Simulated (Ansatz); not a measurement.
Relaxation of CH$_{5}$ClZn (8 atoms, charge 0, multiplicity 1), to a largest force component of 0.03 eV/Å in at most 50 steps.

The calculation used RKS PBE-D4/def2-SVP (Ansatz 0.2.0).

```xyz
8
Properties=species:S:1:pos:R:3
Zn -0.679 0.597 -0.617
C -0.153 0.135 2.486
H -0.766 -0.520 3.134
H 0.531 -0.494 1.878
H 0.448 0.823 3.110
Cl 0.668 -0.596 -1.736
H -1.628 1.438 0.285
H -0.816 0.722 1.814
```

Question: Where does it end, and by what steps?

Answer: It converged. After 7 steps the energy has fallen by 0.178 eV; H7 moved furthest, 0.68 Å.

```
step  energy less start (eV)  largest force component (eV/Å)  accepted
   0                  0.0000                           0.601       yes
   1                 -0.0833                           0.279       yes
   2                 -0.1220                           0.119       yes
   3                 -0.1446                           0.179       yes
   4                 -0.1606                           0.256       yes
   5                 -0.1713                           0.235       yes
   6                 -0.1761                           0.167       yes
   7                 -0.1780                           0.004       yes
```

```xyz
8
Properties=species:S:1:pos:R:3
Zn -0.779 0.683 -0.597
C -0.092 0.083 2.485
H -0.572 -0.696 3.106
H 0.437 -0.398 1.640
H 0.634 0.653 3.094
Cl 0.747 -0.674 -1.196
H -1.897 1.676 -0.292
H -0.873 0.778 2.116
```

The run took 12 s on 2 threads of Arm Neoverse V1 (shared host), peak memory 0.13 GiB.
